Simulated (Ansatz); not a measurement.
C$_{2}$H$_{6}$AlFO, SMILES `CC[O][AlH][F]` at its PBE0-D4/def2-TZVP geometry, where that method's forces vanish. Total charge 0; spin multiplicity 1.

```json
{"atom": "C1", "x (Å)": "-0.909", "y (Å)": "-0.713", "z (Å)": "1.175"}
{"atom": "C2", "x (Å)": "-0.635", "y (Å)": "-0.443", "z (Å)": "-0.286"}
{"atom": "O3", "x (Å)": "0.724", "y (Å)": "-0.164", "z (Å)": "-0.497"}
{"atom": "Al4", "x (Å)": "1.637", "y (Å)": "1.141", "z (Å)": "-1.010"}
{"atom": "F5", "x (Å)": "3.268", "y (Å)": "0.945", "z (Å)": "-1.065"}
{"atom": "H6", "x (Å)": "-1.959", "y (Å)": "-0.978", "z (Å)": "1.325"}
{"atom": "H7", "x (Å)": "-0.289", "y (Å)": "-1.536", "z (Å)": "1.534"}
{"atom": "H8", "x (Å)": "-0.690", "y (Å)": "0.170", "z (Å)": "1.782"}
{"atom": "H9", "x (Å)": "-1.266", "y (Å)": "0.384", "z (Å)": "-0.639"}
{"atom": "H10", "x (Å)": "-0.900", "y (Å)": "-1.324", "z (Å)": "-0.882"}
{"atom": "H11", "x (Å)": "1.019", "y (Å)": "2.518", "z (Å)": "-1.436"}
```

(1) For each bond, give half the difference of the two atoms' forces along it (eV/Å; positive pushes the atoms apart) under PBE-D4, r2SCAN-D4, B3LYP-D4, ωB97M-V in def2-TZVPP. (Best estimate.)

Results:

(1) Computed: 
| bond | length (Å) | PBE-D4 | r2SCAN-D4 | B3LYP-D4 | ωB97M-V |
| --- | --- | --- | --- | --- | --- |
| C1–C2 | 1.512 | -0.02 | 0.06 | 0.14 | 0.14 |
| C1–H6 | 1.093 | 0.09 | -0.03 | -0.06 | -0.08 |
| C1–H7 | 1.092 | 0.10 | -0.04 | -0.06 | -0.08 |
| C1–H8 | 1.093 | 0.11 | -0.03 | -0.06 | -0.07 |
| C2–O3 | 1.403 | 0.22 | 0.28 | 0.29 | 0.24 |
| C2–H9 | 1.099 | 0.07 | -0.07 | -0.12 | -0.14 |
| C2–H10 | 1.096 | 0.09 | -0.07 | -0.14 | -0.16 |
| O3–Al4 | 1.673 | 0.12 | -0.05 | -0.04 | 0.00 |
| Al4–F5 | 1.644 | 0.37 | 0.03 | 0.13 | 0.13 |
| Al4–H11 | 1.569 | -0.13 | -0.06 | -0.15 | -0.22 |

B3LYP here is the variant with VWN-RPA as its local correlation; programs differ in this.
